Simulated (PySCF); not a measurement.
Computed data sheet: trimethylamine trimethylborane (`C[B-](C)(C)[N+](C)(C)C`)

Trimethylamine trimethylborane, C₆H₁₈BN.
SMILES with atom numbers: `[CH3:1][B-:2]([CH3:3])([CH3:4])[N+:5]([CH3:6])([CH3:7])[CH3:8]` (hydrogens: H9, H10, H11 on C1; H12, H13, H14 on C3; H15, H16, H17 on C4; H18, H19, H20 on C6; H21, H22, H23 on C7; H24, H25, H26 on C8)

From PBE0-D3(BJ)/def2-SVP geometry optimisation, gas phase (PySCF):

| Property | Result |
| --- | --- |
| Point group | C3 |
| Rotational constants A, B, C | 2.223, 1.596, 1.595 GHz |

**PBE0/def2-SVPD ground state, ΔSCF and vertical TDDFT (core frozen in the response) (PySCF)**

| Quantity | Value |
| --- | --- |
| Dipole moment | 4.45 D |
| HOMO energy | -7.32 eV |
| LUMO energy | 0.37 eV |
| HOMO–LUMO gap | 7.69 eV |
| Lowest singlet excitation | 6.77 eV (183 nm, f = 0.046 summed over 2 states within 0.01 eV) |
| Strongest line among the 10 lowest singlet transitions | S3/S4 at 7.58 eV (164 nm, f = 0.055 summed over these states) |
| Lowest triplet excitation (Tamm–Dancoff) | 6.69 eV |
| Static isotropic polarisability | 100.0 au |
| Vertical ionisation energy | 9.15 eV |
| Electronic spatial extent ⟨r²⟩ about the centre of nuclear charge | 1107 bohr² |

**B97-2/pcSseg-1 ground state and GIAO shieldings, non-relativistic (PySCF)**

| Quantity | Value |
| --- | --- |
| 13C chemical shifts (computed TMS as zero) by class | 47.4 (C6/C7/C8), 7.7 (C1/C3/C4) ppm |
| 1H chemical shifts (computed TMS as zero) by class | 2.21 (H18/H19/H20/H21/H22/H23/H24/H25/H26), -0.25 (H9/H10/H11/H12/H13/H14/H15/H16/H17) ppm |
| Isotropic shieldings of nuclei other than C and H, by class | 104 (B2), 207 (N5) ppm |

Monoisotopic mass from the formula: 115.1532 u.

The rotational constants are those of a prolate symmetric top; the small spread among constants that symmetry makes equal is optimisation noise. The ΔSCF ionisation energy exceeds −ε(HOMO) by 1.83 eV with PBE0. No computed singlet falls in the visible range (750 to 380 nm, 1.65 to 3.26 eV); S1 lies 3.51 eV above its blue end. In wavenumbers S1 is 54600 cm⁻¹ (1 eV = 8065.54 cm⁻¹). With B = h/(8π²I), that is 505.379 GHz u Å² over I, the principal moments of inertia are 227.3, 316.7 and 316.8 u Å² (most abundant isotopes).

Geometry: PBE0-D3(BJ)/def2-SVP; no solvent or vibrations. NMR classes are plain means over equivalent atoms (diastereotopic ones count apart unless rotation or inversion swaps them), as if these changed places fast; in this geometry the members of some classes differ.

For the NMR shielding job (B97-2/pcSseg-1), time: 38 s wall. Hardware: one thread, x86-64 server, no GPU (shared host).

Conformer computed: `[CH3:1][B-:2]([CH3:3])([CH3:4])[N+:5]([CH3:6])([CH3:7])[CH3:8]`: C1–B2–N5–C6 168°.
